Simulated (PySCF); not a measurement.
**Basis and Hamiltonian dependence of the excitation energy of V⁺**

V⁺ [Ar] 3d4 (5D) → V⁺ [Ar] 3d3 4s1 (5F). All values are computed (PySCF 2.14, energy differences of UHF-based or UKS calculations, no spin-orbit coupling). Values in eV.

```csv
basis,Hamiltonian,functions,UHF,LDA,PBE0,MP2 (valence),CCSD(T) (valence),CCSD(T) (valence and next inner shell)
ANO-RCC-VTZP,spin-free X2C,59,-0.428,0.752,0.471,0.081,0.122,0.243
aug-cc-pVDZ-DK,spin-free X2C,59,-0.430,0.673,0.430,0.028,n/a,n/a
aug-cc-pVDZ,non-relativistic,59,-0.210,0.888,n/a,0.250,0.300,n/a
def2-TZVPPD,non-relativistic,67,-0.221,0.929,0.656,0.264,0.307,0.421
def2-QZVPPD,non-relativistic,93,-0.236,0.926,0.644,0.267,0.302,0.437
aug-cc-pVTZ-DK,spin-free X2C,93,-0.442,0.688,0.410,0.038,0.075,n/a
aug-cc-pVTZ,non-relativistic,93,-0.224,0.914,0.637,0.260,0.296,n/a
x2c-QZVPPall,spin-free X2C,96,-0.455,0.703,0.420,0.046,0.082,0.209
dyall-av2z,spin-free X2C,101,-0.440,n/a,n/a,0.022,0.067,n/a
"x2c-QZVPPall with one added diffuse shell each of s, p, d, f, g type",spin-free X2C,121,-0.454,0.703,0.419,0.046,n/a,n/a
aug-cc-pwCVTZ,non-relativistic,127,-0.231,0.921,0.641,0.276,n/a,n/a
aug-cc-pwCVTZ-DK,spin-free X2C,127,-0.450,0.695,0.415,0.054,n/a,n/a
aug-cc-pVQZ-DK,spin-free X2C,140,-0.451,0.693,0.409,0.055,n/a,n/a
```

Question: Estimate the row for x2c-TZVPPall with one added diffuse shell each of s, p, d, f type (spin-free X2C, 80 functions).

Answer: From the rows with the same Hamiltonian and similar size; the calculation gives UHF -0.44; LDA 0.70; PBE0 0.43; MP2 (valence) 0.04; CCSD(T) (valence) 0.08; CCSD(T) (valence and next inner shell) 0.19 (eV).

Frozen in the all-electron rows: valence and next inner shell: [Ne]; valence: [Ar].

Non-relativistic rows lack the scalar-relativistic shift.

Reference for a calculation without spin-orbit coupling: 0.337 eV (measured, between term centres; NIST).
